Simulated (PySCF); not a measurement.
## UHF on Co⁺ (cobalt, charge +1)

Configuration: [Ar] 3d8, high-spin 3F determinant. Calculation: PySCF 2.14, in aug-cc-pVDZ-DK (7s6p4d2f, 59 functions); scalar relativity by spin-free X2C-1e.

- Total energy: -1391.575160 hartree
- One-electron energy: -1924.5341 hartree
- Hartree (Coulomb) energy: 591.6298 hartree
- Exchange energy: -58.6708 hartree
- ⟨S²⟩: 2.0050
- ⟨L²⟩: 12.028
- Sum of ⟨r⟩: 17.28 bohr
- Sum of ⟨r²⟩: 19.71 bohr²
- Langevin diamagnetic susceptibility: -15.6 ×10⁻⁶ cm³/mol
- Time after the integrals: 0.3 s of wall time on 1 thread of Neoverse-V2 (shared host)

| shell | electrons | mean orbital energy (eV) | spread (eV) | rms radius, mean of both spins (bohr) |
| --- | --- | --- | --- | --- |
| 1s α | 1 | -7778.8 | 0 | 0.0648 |
| 1s β | 1 | -7778.8 | 0 | 0.0648 |
| 2s α | 1 | -967.69 | 0 | 0.276 |
| 2s β | 1 | -965.98 | 0 | 0.276 |
| 2p α | 3 | -825.53 | 0 | 0.249 |
| 2p β | 3 | -823.83 | 0 | 0.249 |
| 3s α | 1 | -130.32 | 0 | 0.837 |
| 3s β | 1 | -125.42 | 0 | 0.837 |
| 3p α | 3 | -88.012 | 0 | 0.899 |
| 3p β | 3 | -82.105 | 0 | 0.899 |
| 3d α | 5 | -20.745 | 1.326 | 1.27 |
| 3d β | 3 | -18.318 | 0 | 1.27 |

Densities and radii are taken from the X2C orbitals without a picture-change correction, which distorts them close to the nucleus.
